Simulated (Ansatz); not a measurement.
Input file for ClH$_{5}$N$_{3}$V, SMILES `[NH]=[V]([NH2])([NH2])[Cl]`:

```yaml
crystal:
  periodic: [false, false, false]
  atoms:
    - {symbol: N, position_ang: [-1.542084, 0.527223, -0.412805]}
    - {symbol: V, position_ang: [-0.006811, 0.067815, -0.412015]}
    - {symbol: N, position_ang: [0.001624, -1.645664, 0.209227]}
    - {symbol: N, position_ang: [0.862844, 1.233302, 0.686803]}
    - {symbol: Cl, position_ang: [0.885499, 0.132930, -2.413794]}
    - {symbol: H, position_ang: [-2.461743, 0.848001, -0.687399]}
    - {symbol: H, position_ang: [-0.802073, -2.182940, 0.491765]}
    - {symbol: H, position_ang: [0.863771, -2.135995, 0.408864]}
    - {symbol: H, position_ang: [0.450520, 2.004589, 1.186335]}
    - {symbol: H, position_ang: [1.831654, 1.099738, 0.945921]}
basis:
  gaussian: {orbitals: def2-SVP}
correlation: {method: ccsd_t}
```

```sh
$ ansatz run in.yaml --threads 4 --pin off --events-out ev --progress --plain --max-ram 10444MiB
```

The program prints (abridged):

```
Functional definition: HF
1201 factors; integrals over basis functions are off by at most 1.0e-3 eV
mean field evaluation 1: about -42658.5566 eV, gradient 7.8e1 eV
mean field evaluation 2: about -42658.7196 eV, gradient 7.8e1 eV
mean field evaluation 4: about -42671.9606 eV, gradient 1.8e1 eV
mean field evaluation 8: about -42672.6336 eV, gradient 6.6e-1 eV
mean field evaluation 16: about -42672.6391 eV, gradient 2.1e-6 eV
mean field -42672.63914553 eV, -1568.1905640447 hartree, gradient 2.2e-6 eV, S^2 0.000000; 1 other end points of the search recorded, 0 dependent functions left out; unrestricted orbitals would lower it
13 core orbitals not correlated: weight in the atoms' cores, before any rotation towards them, 1.000 or more for the frozen orbitals, at most 0.000 for the correlated occupied ones
reference -42672.63914553 eV, -1568.1905640447 hartree; 20, 20 occupied and 83, 83 virtual orbitals, 1201 factors
second order -31.75750276 eV of doubles, -0.00000000 eV of singles
cycle   1  -26.42631886 eV  change     5.3e0 eV  update   4.6e-1
cycle   2  -29.51407320 eV  change    -3.1e0 eV  update   5.2e-1
cycle   3  -29.94436232 eV  change   -4.3e-1 eV  update   5.8e-2
cycle   4  -29.95899197 eV  change   -1.5e-2 eV  update   3.5e-2
cycle   5  -29.97564275 eV  change   -1.7e-2 eV  update   1.2e-2
cycle   6  -29.99767526 eV  change   -2.2e-2 eV  update   6.1e-3
cycle   7  -29.98929426 eV  change    8.4e-3 eV  update   4.2e-3
cycle   8  -29.98288164 eV  change    6.4e-3 eV  update   1.8e-3
cycle   9  -29.98408450 eV  change   -1.2e-3 eV  update   9.1e-4
cycle  10  -29.98450201 eV  change   -4.2e-4 eV  update   3.6e-4
cycle  11  -29.98451016 eV  change   -8.2e-6 eV  update   2.3e-4
cycle  12  -29.98425940 eV  change    2.5e-4 eV  update   1.1e-4
cycle  13  -29.98439501 eV  change   -1.4e-4 eV  update   5.4e-5
cycle  14  -29.98440948 eV  change   -1.4e-5 eV  update   2.2e-5
perturbative correction -2.06856548 eV, -0.0760183792 hartree
Total energy: -42704.69212050 eV, -1569.3684891483 hartree
```

It took 11 s on 4 threads of an Arm Neoverse V2 on a shared host, with 0.68 GiB of host memory at the peak.

The correlation energy is -32.053 eV, 6.5 % of it from (T); the T1 diagnostic reads 0.0269.
